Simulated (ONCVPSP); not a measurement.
## Ce (Z = 58): one change to an ONCV potential, before and after

ONCVPSP 4.0.1 input, shortened (lines: element, Z, core and valence counts, functional; n l f; lmax; l rc ep ncon nbas qcut; lloc lpopt rc5 dvloc0; l nproj debl; icmod fcfact rcfact), PBEsol, scalar-relativistic:

```
  Ce 58.00    9    5  -116133      upf
    1    0    2.00
    2    0    2.00
    2    1    6.00
    3    0    2.00
    3    1    6.00
    3    2   10.00
    4    0    2.00
    4    1    6.00
    4    2   10.00
    4    3    1.00
    5    0    2.00
    5    1    6.00
    5    2    1.00
    6    0    1.75
    3
    0    2.50    0.00    4    8    4.20
    1    3.00    0.00    5    9    5.00
    2    3.10    0.00    4    9    5.50
    3    1.20    0.00    4    9   11.50
    4    3    1.00   -1.00
    0    2    3.00
    1    2    2.50
    2    2    3.20
    3    3    3.00
    0    0.00    0.00
```

Change: p: debl 0.9. In the p channel the program set the typed energies aside and used -0.904, 0.250 Ha.

Cutoffs: the cutoffs (Ha) at which the residual kinetic energy of the hardest occupied pseudo-wave falls to 1 and 0.1 mHa per electron; they do not see the model core or the augmentation charge, which bear on the density cutoff. Errors are all-electron minus pseudo energies relative to the spin-unpolarised reference configuration.

Q: What does the change do?

A: The potential gets neither clearly harder nor softer (80 Ha and 233 Ha → 80 Ha and 233 Ha); both files keep a bound ghost (s); the lowest positive-energy flag moves from p at 36.4 eV to p at 13.5 eV; of the 4 tests that both files solve, the error grows in 0 and shrinks in 1 by more than 15 % and 0.3 meV (median size 3.3 → 1.6 meV); the range in which the p phases agree narrows (upper end 3.3 → 0.5).

| quantity | base | changed |
| --- | --- | --- |
| cutoff, loose | 80 Ha | 80 Ha |
| cutoff, tight | 233 Ha | 233 Ha |
| bound ghosts | s | s |
| GHOST(+) flags under 300 eV | p at 36.4 eV, d at 152.3 eV | p at 13.5 eV, d at 152.3 eV |
| error for 4f1 5s2 5p6 5d1 6s2, meV [ΔE -1.08 eV] | +0.2 | +0.2 |
| error for 4f1 5s2 5p6 5d1 6s1, meV [ΔE 5.02 eV] | -1.3 | -1.2 |
| error for 4f1 5s2 5p6 5d1 6s0, meV [ΔE 16.06 eV] | -5.4 | -5.4 |
| error for 4f1 5s2 5p6 5d1 6s0 6p1, meV [ΔE 8.09 eV] | +7.6 | -1.9 |
| s: phases at 2.54 bohr within 0.05 rad from the reference energy up to (Ha; the scan ends near 5) | 3.5 | 3.5 |
| p: phases at 3.05 bohr within 0.05 rad from the reference energy up to (Ha; the scan ends near 5) | 3.3 | 0.5 |
| d: phases at 3.15 bohr within 0.05 rad from the reference energy up to (Ha; the scan ends near 5) | 4.0 | 4.0 |
| f: phases at 1.22 bohr within 0.05 rad from the reference energy up to (Ha; the scan ends near 5) | to the end of the scan | to the end of the scan |

 A true bound ghost makes a file unfit for plane-wave use even where its test errors are small: the radial tests pick states by their node count and pass the ghost by.
